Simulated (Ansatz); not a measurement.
Born–Oppenheimer molecular dynamics of C2H5FOSi (10 atoms, charge 0, multiplicity 1). It starts from a relaxed structure.

All numbers below come from RKS B3LYP-D4/STO-3G (Ansatz).

| Quantity | Value |
| --- | --- |
| ensemble | NVT, Langevin thermostat |
| time step | 0.5 fs |
| steps asked | 400 |
| set temperature | 300 K |
| friction | 0.5 /fs |
| seed | 962816 |

First frame:

```xyz
10
Properties=species:S:1:pos:R:3
O -2.139 1.015 0.804
C -0.779 0.731 0.489
C -0.417 -0.409 -0.165
F -1.392 -1.321 -0.537
Si 1.373 -0.793 -0.585
H -2.076 1.921 1.280
H -0.015 1.466 0.791
H 1.541 -0.933 -2.014
H 1.791 -2.024 0.048
H 2.195 0.294 -0.108
```

Question: How far do the bonds stretch over the last three quarters of this one trajectory? (Pairs bonded in most of those frames.)

Answer: 
```json
{"bond": "O1–C2", "mean (Å)": "1.407", "spread (Å)": "0.022", "shortest": "1.36", "longest": "1.46"}
{"bond": "O1–H6", "mean (Å)": "1.027", "spread (Å)": "0.022", "shortest": "0.97", "longest": "1.09"}
{"bond": "C2–C3", "mean (Å)": "1.362", "spread (Å)": "0.017", "shortest": "1.33", "longest": "1.40"}
{"bond": "C2–H7", "mean (Å)": "1.110", "spread (Å)": "0.020", "shortest": "1.05", "longest": "1.17"}
{"bond": "C3–F4", "mean (Å)": "1.383", "spread (Å)": "0.022", "shortest": "1.34", "longest": "1.43"}
{"bond": "C3–Si5", "mean (Å)": "1.904", "spread (Å)": "0.025", "shortest": "1.85", "longest": "1.96"}
{"bond": "Si5–H8", "mean (Å)": "1.453", "spread (Å)": "0.036", "shortest": "1.37", "longest": "1.57"}
{"bond": "Si5–H9", "mean (Å)": "1.445", "spread (Å)": "0.038", "shortest": "1.38", "longest": "1.56"}
{"bond": "Si5–H10", "mean (Å)": "1.445", "spread (Å)": "0.028", "shortest": "1.33", "longest": "1.50"}
```

Mean temperature of the second half: 309 K. A run of 0.2 ps of so small a system gives no equilibrium averages. The friction is so strong that the motion is overdamped, so the time scale means little. Limits of this set-up: minimal basis.

Run time: 10 min on 1 thread of Arm Neoverse V2 (shared host), peak memory 0.094 GiB.
